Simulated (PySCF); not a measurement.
BrF₂H₂NSi, SMILES N[Si](F)(F)Br. Atoms are numbered in the order given.

```xyz
7

N      1.4176     1.6565     0.0000
Si    -0.0443     0.8140     0.0000
F     -0.8762     1.2226     1.3093
F     -0.8762     1.2226    -1.3093
Br     0.0719    -1.3844     0.0000
H      1.9764     1.7288     0.8419
H      1.9764     1.7288    -0.8419
```
Charge 0, spin multiplicity 1.

Geometry: PBE0-D3(BJ)/def2-SVP. This is a generated structure with no PubChem entry under its InChIKey; it may be hypothetical. One conformer was computed; it need not be the lowest.

The numbers are results of PBE/def2-TZVP in PySCF, not measurements.

Symmetry labels are those of the subgroup Cs that the program uses (full group Cs).

Computed valence orbital energies around the gap with their symmetry:
```
orbital  symmetry  energy (eV)
-------  --------  -----------
HOMO−7         A'       -11.38
HOMO−6         A'       -10.52
HOMO−5         A"       -10.39
HOMO−4         A"       -10.13
HOMO−3         A'        -9.36
HOMO−2         A'        -7.88
HOMO−1         A"        -7.59
HOMO           A'        -6.91
LUMO           A'        -0.77
LUMO+1         A"         0.29
LUMO+2         A'         0.35
LUMO+3         A'         1.17
```
